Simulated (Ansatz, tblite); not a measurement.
Spin states of the cluster B2Sb (the lowest doublet isomer of a short search), each relaxed with r2SCAN-D4/def2-TZVP in Ansatz. Electronic energies in the gas phase.

In the def2 sets Sb takes a core potential; there is no spin–orbit coupling. The xTB rows come from tblite. B3LYP takes the VWN-RPA correlation. HSE06 is defined as in plane-wave codes, on full-range PBE exchange. The structure comes from a short search, and lower isomers may exist.

Doublet geometry (C2v within 0.1 Å):

```xyz
3

B     0.555    0.849   -0.039
B     0.208   -0.260    0.957
Sb   -0.763   -0.588   -0.919
```

Quartet geometry (C2v within 0.1 Å):

```xyz
3

B     0.957   -0.099    0.493
B     0.028    0.945   -0.525
Sb   -0.985   -0.845    0.033
```

⟨S²⟩: doublet 0.89 at PBE0-D4/def2-TZVP (pure 0.75), quartet 3.78 at PBE0-D4/def2-TZVP (pure 3.75).

Run but left out: HF/STO-3G, HF/def2-TZVP, HF/def2-TZVPP, HF/def2-QZVPP, B2PLYP/def2-TZVP, PBE-QIDH/def2-TZVP, MP2/def2-TZVP, MP2/def2-TZVPP, MP2/def2-QZVPP, CCSD/def2-TZVPP, CCSD(T)/def2-TZVPP (doublet: ⟨S²⟩ 1.02 to 1.75, where a pure state has 0.75).

Only these spin states were relaxed.

Estimate which spin state lies lowest at each of these levels, and by how much: GFN2-xTB; LDA (SPW92)/def2-TZVP; PBE-D4/def2-TZVP; revPBE-D4/def2-TZVP; BLYP-D4/def2-TZVP; B97M-V/def2-TZVP; r2SCANh-D4/def2-TZVP; B3LYP-D4/def2-TZVP; HSE06-D4/def2-TZVP; BHLYP-D4/def2-TZVP; CAM-B3LYP-D4/def2-TZVP; ωB97X-V/def2-TZVP.


```json
{"level": "GFN2-xTB", "quartet − doublet (kcal/mol)": "44.6", "lowest of these": "doublet", "remarks": "–"}
{"level": "LDA (SPW92)/def2-TZVP", "quartet − doublet (kcal/mol)": "31.8", "lowest of these": "doublet", "remarks": "–"}
{"level": "PBE-D4/def2-TZVP", "quartet − doublet (kcal/mol)": "27.9", "lowest of these": "doublet", "remarks": "–"}
{"level": "revPBE-D4/def2-TZVP", "quartet − doublet (kcal/mol)": "26.6", "lowest of these": "doublet", "remarks": "–"}
{"level": "BLYP-D4/def2-TZVP", "quartet − doublet (kcal/mol)": "30.8", "lowest of these": "doublet", "remarks": "–"}
{"level": "B97M-V/def2-TZVP", "quartet − doublet (kcal/mol)": "27.9", "lowest of these": "doublet", "remarks": "spin-contaminated (⟨S²⟩ 0.83) (doublet)"}
{"level": "r2SCANh-D4/def2-TZVP", "quartet − doublet (kcal/mol)": "22.7", "lowest of these": "doublet", "remarks": "spin-contaminated (⟨S²⟩ 0.96) (doublet)"}
{"level": "B3LYP-D4/def2-TZVP", "quartet − doublet (kcal/mol)": "29.0", "lowest of these": "doublet", "remarks": "spin-contaminated (⟨S²⟩ 0.84) (doublet)"}
{"level": "HSE06-D4/def2-TZVP", "quartet − doublet (kcal/mol)": "25.5", "lowest of these": "doublet", "remarks": "spin-contaminated (⟨S²⟩ 0.89) (doublet)"}
{"level": "BHLYP-D4/def2-TZVP", "quartet − doublet (kcal/mol)": "27.0", "lowest of these": "doublet", "remarks": "spin-contaminated (⟨S²⟩ 0.94) (doublet)"}
{"level": "CAM-B3LYP-D4/def2-TZVP", "quartet − doublet (kcal/mol)": "28.4", "lowest of these": "doublet", "remarks": "spin-contaminated (⟨S²⟩ 0.90) (doublet)"}
{"level": "ωB97X-V/def2-TZVP", "quartet − doublet (kcal/mol)": "28.2", "lowest of these": "doublet", "remarks": "spin-contaminated (⟨S²⟩ 0.89) (doublet)"}
```

Change of the quartet − doublet gap on mixing in exact exchange, in kcal/mol: BLYP to B3LYP (20 % exact exchange) -1.9; BLYP to BHLYP (50 % exact exchange) -3.9. The xTB methods have no term that favours high spin, so they put low spin too low.
